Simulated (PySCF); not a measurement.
PySCF 2.14 output of an unrestricted LDA calculation on a single atom or ion in ANO-RCC-VTZP (8s7p5d3f1g, 84 functions), with the spin-free X2C one-electron Hamiltonian (Gaussian nucleus):

```
SCF conv_tol = 1e-09
number electrons alpha = 40  beta = 38
    P. A. M. Dirac.,  Math. Proc. Cambridge Philos. Soc. 26, 376 (1930)
    F. Bloch.,  Z. Phys. 57, 545 (1929)
    S. H. Vosko, L. Wilk, and M. Nusair.,  Can. J. Phys. 58, 1200 (1980)
cycle= 1 E= -18403.5607920273  delta_E= -0.019  |g|= 0.378  |ddm|= 0.373
cycle= 2 E= -18403.5311318852  delta_E= 0.0297  |g|= 0.563  |ddm|= 0.365
cycle= 3 E= -18403.5780728541  delta_E= -0.0469  |g|= 0.034  |ddm|= 0.215
cycle= 4 E= -18403.5783636165  delta_E= -0.000291  |g|= 0.0053  |ddm|= 0.0207
cycle= 5 E= -18403.5783748015  delta_E= -1.12e-05  |g|= 0.000981  |ddm|= 0.00556
cycle= 6 E= -18403.5783751714  delta_E= -3.7e-07  |g|= 8.43e-05  |ddm|= 0.00138
cycle= 7 E= -18403.5783751729  delta_E= -1.44e-09  |g|= 3.25e-05  |ddm|= 0.000191
cycle= 8 E= -18403.5783751731  delta_E= -2.36e-10  |g|= 2.8e-05  |ddm|= 0.000303
converged SCF energy = -18403.5783751731  <S^2> = 2.0003702  2S+1 = 3.0002468
```

The run itself started from symmetry-adapted Hartree-Fock orbitals and held the occupation by maximum overlap, on a logarithmic radial grid, so the iterations belong to that start.

Problem. Which element, charge and spin multiplicity is this?

Solution. Pt (platinum, neutral), multiplicity 3; the state was [Xe] 4f14 5d9 6p1, one real determinant (an excited configuration).

⟨L²⟩ = 8.07 against 12 for a pure F term, so this real determinant mixes terms. Spin-orbit coupling, absent here, splits the open shell strongly.
